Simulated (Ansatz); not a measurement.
Be2O2, relaxed as a singlet with RKS B3LYP-D4/def2-TZVP in Ansatz, starting from the GFN2-xTB geometry. Force threshold 0.02 eV/Å.

Another isomer (singlet) lies 3.21 eV lower at PBE0-D4/def2-TZVP; other spin states weren't run for this one.

Start:

```csv
atom,x (Å),y (Å),z (Å)
Be1,1.316,-1.623,0.010
Be2,-0.485,0.603,-0.005
O3,0.499,-0.599,-0.011
O4,-1.330,1.619,0.007
```

**Question.** Estimate the energy that the relaxation releases and the steps that it takes.

**Answer.** 0.18 eV, in 8 steps; 17 s on 4 threads of Arm Neoverse V1 on a shared host. No frequencies were taken in this run, so the end may be a saddle point.

**Question.** Does the start keep its bonding and symmetry?

**Answer.** By distances, no bond broke or formed. The bond that changes most is Be2–O4, from 1.32 to 1.40 Å (atoms count from 1). Point group C∞v at the start, C∞v at the end, both within 0.05 Å.

**Question.** Predict the relaxed structure.

**Answer.** 
Cartesian coordinates in Å:
```
Be 1.330 -1.627 0.002
Be -0.437 0.584 -0.018
O 0.462 -0.592 0.005
O -1.355 1.635 0.010
```
Bond lengths (bridged metal pairs left out): 3 × Be–O 1.35 to 1.48 Å.
